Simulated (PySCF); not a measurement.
Species: C2H6Ge2O.
SMILES with atom numbers: `[CH:1]#[C:2][GeH2:3][O:4][GeH3:5]` (hydrogens: H6 on C1; H7, H8 on Ge3; H9, H10, H11 on Ge5)

Method: PBE0-D3(BJ)/def2-SVP geometry optimisation, gas phase in PySCF.

Task: Give the optimised bond lengths and angles.

Result: 
```csv
bond,length (pm),order
C1≡C2,121.7,triple
C2–Ge3,190.7,single
Ge3–O4,176.9,single
O4–Ge5,178.2,single
C1–H6,107.6,single
"Ge3–H7, Ge3–H8",153.5,single
"Ge5–H9, Ge5–H10, Ge5–H11",153.9,single
```

Bonds in one row agree within 1 pm and their mean is given. Orders are formal, as drawn. A selection of angles:
```csv
angle,degrees
C2–C1–H6,179.8
C1–C2–Ge3,178.2
C2–Ge3–O4,108.4
C2–Ge3–H7,108.8
O4–Ge3–H7,109.6
O4–Ge3–H8,107.1
H7–Ge3–H8,112.7
Ge3–O4–Ge5,130.0
O4–Ge5–H9,109.6
O4–Ge5–H10,105.0
H9–Ge5–H10,111.3
H9–Ge5–H11,110.4
```

Torsions: C2–Ge3–O4–Ge5 29° (synperiplanar). The mirror-image conformer, all signs reversed, is as good.

Ge5 (germanium bonded to O and 3 H) is distorted tetrahedral (angles from 105.0° to 111.3°). O4 (oxygen bonded to 2 Ge) is bent (angle 130.0°). Ge3 (germanium bonded to C, O and 2 H) is tetrahedral (angles from 107.1° to 112.7°).

Point group: C1 (no symmetry element, even within 0.4 Å). No frequency check. The numbers are those of one conformer.
